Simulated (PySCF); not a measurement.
A geometry optimisation on `[PH2][SnH2][CH2]Cl`.

Computed with PBE0-D3(BJ)/def2-SVP geometry optimisation, gas phase, def2 core potentials past Kr (PySCF 2.14.0). Start geometry: GFN2-xTB. The input is one job of a driver script: a line of settings, then coordinates in Å.

Input:
```
{"job": {"xc": "PBE0", "basis": "def2-SVP", "d3": "d3bj", "grid": 1, "maxiter": 30, "shake": 0.01, "kind": "geom"}, "charge": 0, "multiplicity": 1}
P      2.343230    -0.319590    -0.702810
Sn     0.238250     0.966170    -0.188590
C     -1.456360    -0.311480     0.510530
Cl    -1.521300    -1.763360    -0.469570
H      2.406350    -0.817690     0.568690
H      1.595830    -1.382060    -1.161130
H      0.441560     2.214680     0.960710
H     -0.324660     1.792720    -1.553550
H     -1.290110    -0.614270     1.567080
H     -2.382360     0.213950     0.447590
```

Output:
```
step   0  E = -1056.93506823  max force = 0.035594
step   1  E = -1056.94135572  max force = 0.004350
step   2  E = -1056.94165155  max force = 0.001817
step   3  E = -1056.94174506  max force = 0.001171
step   4  E = -1056.94178352  max force = 0.000840
step   5  E = -1056.94180386  max force = 0.000565
step   6  E = -1056.94182745  max force = 0.000609
step   7  E = -1056.94185828  max force = 0.001057
step   8  E = -1056.94187931  max force = 0.000702
step   9  E = -1056.94189004  max force = 0.000116
optimisation converged
```

Energies in Eh; «max force» is the largest Cartesian gradient component in Eh/bohr.

Question: Give the first gradient maximum in eV/Å.

Answer: With 1 Eh/bohr = 51.422 eV/Å, 1.830 eV/Å.

Question: How much energy does the optimisation release, in eV?

Answer: E(step 0) − E(last step) = 0.006822 Eh, which is 0.186 eV.

Summary of the converged run: final energy -1056.94189 Eh after 9 steps; dipole 1.88 D.

Question: How long does this job take on an Arm Neoverse N1 with one thread, no GPU, shared host with 64 logical CPUs at a one-minute load of 56? And the peak memory of the process?

Answer: About 86 s, with 0.45 GiB resident at the peak, the Python interpreter and its libraries included.
Labels such as C1 count atoms from 1, the log's own numbers from 0.
